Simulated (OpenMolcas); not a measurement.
**Mn2+ in CsCaBr3: curves along the breathing mode**

Mn2+ with its 6 nearest bromide ions, on the Ca site of CsCaBr3 (a = 5.69 Å, distance in the model lattice 2.845 Å). The rest of the host is ab initio model potentials to 7.6 Å, with orthogonalisation functions on the cations behind the ligands, and point charges beyond; the distance is set by hand and nothing relaxes. Ligand basis ANO-RCC-VDZP.

```
Program             : OpenMolcas 26.06
Method              : CASSCF
Basis               : ANO-RCC-VDZP [5s4p2d1f]
Scalar Hamiltonian  : DKH2, point nucleus
Active space        : 5 electrons in 5 orbitals (3d)
State averaging     : 2S+1 = 6 even, 1 root; 2S+1 = 4 even, 24 roots; 2S+1 = 2 even, 75 roots
Spin-orbit coupling : RASSI with atomic mean-field integrals over the reference wave functions
```

Spin-free energies (labels of O, the rotations of Oh) in cm-1 above the lowest fitted minimum, as all ligands move together:

```tsv
R (Å)	6A1	4T1	4T2	4A1	4E	4T1(2)	4T2(2)
2.593	3010	30380	32940	33510	33560	41150	39940
2.655	490	28650	30750	31170	31200	38250	37850
2.716	70	28870	30580	30890	30920	37520	37770
2.777	1570	30890	32270	32510	32520	38770	39550
2.838	4940	34670	35780	35970	35970	41930	43130
2.899	10180	40240	41140	41290	41290	47020	48550
2.96	17390	47730	48450	48560	48570	54110	55910
```

Cubic fits give the following; the wavenumber is harmonic, with the mass of all moving ligands, small differences in it between states hang on the degree of the fit, a number in brackets counts states of one label, and the table is a selection of at most 14 states with clean curves.

```
 State  R0 (Å)  Breathing mode (cm-1)  Minimum (cm-1)
   6A1   2.700                    191               0
   4T1   2.680                    185           28540
   4T2   2.692                    188           30430
   4A1   2.696                    190           30780
    4E   2.696                    190           30810
4T1(2)   2.709                    194           37510
4T2(2)   2.689                    188           37590
 4E(2)   2.695                    190           38260
   2T2   2.663                    178           40330
   2A2   2.680                    185           42040
   2T1   2.681                    185           42170
2T2(2)   2.685                    186           42830
    2E   2.690                    188           43370
   2A1   2.693                    189           43690
```

Without dynamic correlation the repulsion within the d shell is too large (B by tens of per cent), so at a given field states of lower spin stand too high. Ligand-to-metal charge-transfer states are missing. With no ligand orbital active B as a rule stays too high, so bands that hang on it stand too high and its fall with covalency is understated. With metal d orbitals alone and no dynamic correlation the field as a rule comes out too small, by tens of per cent, by up to half for chloride and softer ligands. No measured value stands beside these numbers.
